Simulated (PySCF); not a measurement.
Be(OH)2 (BeH₂O₂), SMILES [OH][Be][OH]. The structure is a stationary point at B3LYP-D3(BJ)/def2-TZVP. The values are those of a single conformer.

All values below come from B3LYP-D3(BJ)/def2-TZVP run with PySCF.

Harmonic wavenumbers (cm⁻¹): 204, 300, 308, 569, 571, 737, 1527, 3952, 3954. Rotational constants (GHz): 509.3, 6.820, 6.807; symmetry number 2.

Task: Work out the zero-point energy and the ideal-gas rigid-rotor harmonic-oscillator thermochemistry at 298.15 K and 1 atm.

Result: ZPE = ½ Σ hcν = ½ × 12122 cm⁻¹ = 72.50 kJ/mol. H − E(el) = 87.26 kJ/mol. Entropy in J/(mol K): translation 155.66, rotation 78.53, vibration 25.85, total 260.05. G − E(el) = 9.73 kJ/mol. Cp = 67.52 J/(mol K).
